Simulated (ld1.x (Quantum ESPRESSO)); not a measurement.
## K: one change to a TM potential, before and after

```json
{
 "Element": "K (Z = 19)",
 "Generator": "ld1.x (Quantum ESPRESSO) 7.5",
 "Type": "norm-conserving Troullier–Martins (Kleinman–Bylander form)",
 "Functional": "LDA (PZ)",
 "Relativity": "scalar-relativistic",
 "Frozen core": "[Ar]",
 "Valence charge": "1",
 "Reference configuration": "3d0 4s0.5 4p0 (charge +0.5)",
 "Partial waves": "4s (bound): rc 4.05 bohr; 3d (bound, empty): rc 3.65 bohr; 4p (bound, empty): rc 3.65 bohr",
 "Local potential": "the p channel",
 "Core correction": "Bessel-smoothed model core, default radius (core density twice the valence density)"
}
```

All-electron outer shells of the reference configuration (LDA (PZ), scalar-relativistic, ld1.x):

| shell | level (eV) | outermost node (bohr) | outermost maximum (bohr) |
| --- | --- | --- | --- |
| 3p | -21.70 | 0.45 | 1.15 |
| 4s | -4.43 | 1.58 | 3.78 |
| 4p | -2.46 | 1.85 | 5.04 |
| 3d | -1.66 | – | 2.44 |

Change: all radii but the core radius scaled by about 1.39 (s 5.64, p 5.08, d 5.08 bohr).

Cutoffs: the cutoffs (Ry, on a coarse ladder) from which the occupation-weighted sum of valence levels, in a spherical-Bessel basis at the reference potential, stays within 10 and 1 mRy of its value at 400 Ry; they do not see the model core or the augmentation charge, which bear on the density cutoff. Errors are all-electron minus pseudo energies relative to the spin-unpolarised reference configuration.

Task: What does the change do?

Result: Both files are so soft that the ladder of cutoffs tells neither apart; the bound ghost in s disappears; of the 6 tests that both files solve, the error grows in 3 and shrinks in 3 by more than 15 % and 0.3 meV (median size 2.1 → 2.6 meV).

| quantity | base | changed |
| --- | --- | --- |
| cutoff, loose | 6 Ry | 6 Ry |
| cutoff, tight | 6 Ry | 6 Ry |
| bound ghosts | s | none |
| error for 3d0 4s1 4p0, meV [ΔE -1.71 eV] | -11 | -2.1 |
| error for 3d0 4s0 4p1, meV [ΔE -0.08 eV] | -1.9 | -7.8 |
| error for 3d1 4s0 4p0, meV [ΔE 0.80 eV] | +0.1 | +2.2 |
| error for 3d0.5 4s0.5 4p0, meV [ΔE -0.46 eV] | -2.2 | +1.4 |
| error for 3d0 4s0.5 4p0 (spin-polarised), meV [ΔE -0.05 eV] | -0.5 | -3.1 |
| error for 3d0 4s1 4p0 (spin-polarised), meV [ΔE -1.85 eV] | -16 | -7.8 |

Base: The cutoffs count occupied waves only; the empty 3d level needs 12 Ry at the loose tolerance. A true bound ghost makes a file unfit for plane-wave use even where its test errors are small: the radial tests pick states by their node count and pass the ghost by.
